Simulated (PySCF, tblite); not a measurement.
Isomers of C5H8OS2Si. All values are computed: GFN2-xTB (tblite) harmonic vibrations without scaling, gas phase. Against measured fundamentals such values can be off by several per cent, at times by over 20. Modes of hydrogen on silicon and sulfur can be 10 to 20 % off. One conformer each.

Electronic energies: PBE0/pcSseg-1 single points on the GFN2-xTB geometries (PySCF, gas phase).

```json
{"SMILES": "O=C/C=C/[SiH]1SCCS1", "electronic energy, lowest = 0 (kJ/mol)": "21.4"}
{"SMILES": "CC#C[C@@H]1CS[Si@H](O)S1", "electronic energy, lowest = 0 (kJ/mol)": "0.0"}
{"SMILES": "O=C/C=C\\[SiH]1SCCS1", "electronic energy, lowest = 0 (kJ/mol)": "26.0"}
{"SMILES": "C#C[C@@H]1CS[Si@H](OC)S1", "electronic energy, lowest = 0 (kJ/mol)": "95.0"}
{"SMILES": "C#CC(=S)S[SiH2]OCC", "electronic energy, lowest = 0 (kJ/mol)": "219.0"}
{"SMILES": "COc1sccc1S[SiH3]", "electronic energy, lowest = 0 (kJ/mol)": "171.0"}
{"SMILES": "CSc1ccsc1[SiH2]O", "electronic energy, lowest = 0 (kJ/mol)": "28.9"}
{"SMILES": "[SiH3]SCc1ccc(S)o1", "electronic energy, lowest = 0 (kJ/mol)": "149.3"}
```

Q: How do GFN2-xTB zero-point energies change the relative energies?

A: 
| SMILES | ZPE (kJ/mol) | of it from modes above 1550 cm⁻¹ | electronic (kJ/mol) | with ZPE, lowest = 0 (kJ/mol) | lowest mode (cm⁻¹) | rings |
| --- | --- | --- | --- | --- | --- | --- |
| CC#C[C@@H]1CS[Si@H](O)S1 | 306.6 | 157.8 | 0.0 | 0.0 | 14 | 1 |
| O=C/C=C/[SiH]1SCCS1 | 308.0 | 158.6 | 21.4 | 22.8 | 26 | 1 |
| O=C/C=C\[SiH]1SCCS1 | 310.2 | 158.8 | 26.0 | 29.5 | 44 | 1 |
| CSc1ccsc1[SiH2]O | 296.3 | 140.0 | 28.9 | 18.7 | 8 | 1 |
| C#C[C@@H]1CS[Si@H](OC)S1 | 307.7 | 154.7 | 95.0 | 96.1 | 29 | 1 |
| [SiH3]SCc1ccc(S)o1 | 290.9 | 140.1 | 149.3 | 133.6 | 27 | 1 |
| COc1sccc1S[SiH3] | 296.2 | 142.4 | 171.0 | 160.6 | 27 | 1 |
| C#CC(=S)S[SiH2]OCC | 297.8 | 151.6 | 219.0 | 210.2 | 18 | 0 |

The zero-point energies span 19.3 kJ/mol, from `[SiH3]SCc1ccc(S)o1` to `O=C/C=C\[SiH]1SCCS1`. The lowest isomer stays, but the order above it changes.

Q: And how do the electronic energies of GFN2-xTB itself compare?

A: `CC#C[C@@H]1CS[Si@H](O)S1` 0.0; `O=C/C=C/[SiH]1SCCS1` 140.7; `O=C/C=C\[SiH]1SCCS1` 113.2; `CSc1ccsc1[SiH2]O` 41.5; `C#C[C@@H]1CS[Si@H](OC)S1` 51.4; `[SiH3]SCc1ccc(S)o1` 62.1; `COc1sccc1S[SiH3]` 80.2; `C#CC(=S)S[SiH2]OCC` 130.7 kJ/mol, lowest = 0. Against the energies above, taken from the same isomer `CC#C[C@@H]1CS[Si@H](O)S1`, the largest difference is 119.3 kJ/mol.

Q: What do entropy and thermal enthalpy add at 298.15 K and 1 bar (rigid rotor, harmonic oscillator, one conformer each)?

A: 
```csv
SMILES,point group,symmetry number,S (J/(mol K)),H − H(0) (kJ/mol),ZPE + H − H(0) − TS (kJ/mol)
O=C/C=C/[SiH]1SCCS1,C1,1,453.0,31.97,204.9
O=C/C=C\[SiH]1SCCS1,C1,1,432.7,30.67,211.8
C#C[C@@H]1CS[Si@H](OC)S1,C1,1,456.0,33.29,205.0
[SiH3]SCc1ccc(S)o1,C1,1,445.3,31.69,189.8
COc1sccc1S[SiH3],C1,1,441.2,31.66,196.4
```

Not tabulated: `CC#C[C@@H]1CS[Si@H](O)S1` (lowest mode only 14 cm⁻¹); `CSc1ccsc1[SiH2]O` (lowest mode only 8 cm⁻¹); `C#CC(=S)S[SiH2]OCC` (lowest mode only 18 cm⁻¹).
